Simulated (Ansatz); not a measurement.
Geometry optimisation, RKS PBE-D4/def2-SVP in Ansatz.

Input file:

```yaml
crystal:
  periodic: [false, false, false]
  atoms:
    - { symbol: Ti, position_ang: [0.541973, -0.294956, -0.496014] }
    - { symbol: "N", position_ang: [-0.322431, -0.305966, 2.631882] }
    - { symbol: H, position_ang: [-0.944627, -0.911787, 3.183783] }
    - { symbol: H, position_ang: [-0.174538, 0.552879, 3.180267] }
    - { symbol: Cl, position_ang: [1.624493, -0.449978, -2.381484] }
    - { symbol: Cl, position_ang: [0.12506, 1.834286, -0.252111] }
    - { symbol: Cl, position_ang: [-1.258329, -1.495545, -0.749269] }
    - { symbol: F, position_ang: [1.659181, -0.960945, 0.742161] }
    - { symbol: H, position_ang: [0.604518, -0.781887, 2.577384] }
basis:
  gaussian: { orbitals: def2-SVP }
hamiltonian:
  xc: pbe
  dispersion: d4
relax:
  f_tol: 0.03
  max_steps: 50
```

Run as:

```bash
$ ansatz run input.yaml --threads 4 --pin off --max-ram 5120MiB --backend cpu --events-out ev --progress --plain --runs-dir out
```

**Question.** Where does it end, and by what steps?

**Answer.** It converged. After 19 steps the energy has fallen by 0.658 eV; H3 moved furthest, 1.23 Å. Joined: Ti1–N2 (3.25 → 2.31 Å).

```csv
step,energy less start (eV),largest force component (eV/Å),accepted
0,0.0000,1.155,yes
1,-0.1644,0.890,yes
2,-0.3314,0.956,yes
3,-0.5107,0.844,yes
4,-0.5733,0.942,yes
5,-0.6158,0.646,yes
6,-0.6302,0.339,yes
7,-0.6358,0.146,yes
8,-0.6477,0.078,yes
9,-0.5981,1.092,no
10,-0.6523,0.068,yes
11,-0.6520,0.326,no
12,-0.6540,0.080,yes
13,-0.6559,0.094,yes
14,-0.6558,0.172,no
15,-0.6571,0.032,yes
16,-0.6578,0.051,yes
17,-0.6578,0.096,yes
18,-0.6583,0.070,yes
19,-0.6585,0.003,yes
```

```xyz
9
Properties=species:S:1:pos:R:3
Ti 0.541 -0.323 -0.015
N -0.126 -0.326 2.193
H -1.125 -0.097 2.278
H 0.398 0.369 2.743
Cl 1.193 -0.323 -2.130
Cl -0.093 1.808 0.138
Cl -1.009 -1.920 -0.143
F 2.060 -0.753 0.746
H 0.017 -1.249 2.626
```

Whether the end is a true minimum wasn't checked by a vibrational analysis.

The run took 35 s on 4 threads of Arm Neoverse V2 (shared host), peak memory 0.22 GiB.
